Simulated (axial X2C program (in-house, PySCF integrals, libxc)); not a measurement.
**Testing model relations on OsF⁺**

A bond curve at the PBE0 level, two-component, was computed with an axial X2C code built on PySCF integrals (basis Os dyall-cv3z [13s14p9d6f4g], F dyall-av3z [7s6p3d2f] (cores contracted in-house)) for the state Ω = 4 (⟨Sz⟩ = 1.93, ⟨Lz⟩ = 2.07 at PBE0). Its fit gives Re = 1.7845 Å, ωe = 757.3 cm⁻¹, ωexe = 3.27 cm⁻¹ and αe = 1.800e-03 cm⁻¹; the masses are 191.9615 and 18.9984 u. Two-component means X2C with spin–orbit coupling and atomic mean-field Coulomb and Gaunt terms.

Problem. Find the reduced mass, Be and the force constant.

Solution. From the PBE0 values: μ = 17.2875 u. Be = 16.8576/(μ Re²) = 0.3062 cm⁻¹. k = 5.8918×10⁻⁷ μ ωe² = 5.84 mdyn/Å.

Problem. Estimate De from a Morse curve and compare with the computed well depth of 3.775 eV to Os+ + F.

Solution. De(Morse) = ωe²/(4ωexe) = 5.436 eV against 3.775 eV computed, a ratio of 1.44. The extrapolation overshoots: the well softens faster than a Morse curve, or the lowest atomic limit lies below the one to which the curve heads.

Problem. A Morse curve ties αe to the other constants (Pekeris). How well does that hold?

Solution. αe(Morse) = 6Be²/ωe × (√(ωexe/Be) − 1) = 1.685e-03 cm⁻¹; the PBE0 curve gives 1.800e-03 cm⁻¹, a ratio of 0.94.

Problem. Where do the fundamental and the first overtone lie?

Solution. ν(1←0) = ωe − 2ωexe = 750.8 cm⁻¹; ν(2←0) = 2ωe − 6ωexe = 1495.0 cm⁻¹.

Problem. Estimate the centrifugal constant by the Kratzer relation.

Solution. D = 4Be³/ωe² = 2.00e-07 cm⁻¹.

One determinant describes the state; a PBE0 search over occupations chose it and may have missed a lower one. De is counted from the lowest determinant-based energies of the atoms at the same level, without counterpoise correction. Density functionals use the spin component along the axis (collinear). The 2c atoms are single determinants rather than J levels; their spin–orbit lowering is only partly caught, and De is too large by that part. This holds for PBE0. PBE0 can misorder states that lie within some tenths of an eV, so this need not be the ground state of the molecule. The nearest other 2c determinant of the search, Ω = 3, lies 0.36 eV up at the distance of the search. The functionals have no current-density term, which raises determinants with orbital currents, atoms included. With several unpaired electrons one determinant need not be a pure state. Open-shell Ω = 0 determinants with evenly filled partner blocks cannot be reached by this program, so the Ω shown need not be the lowest component.
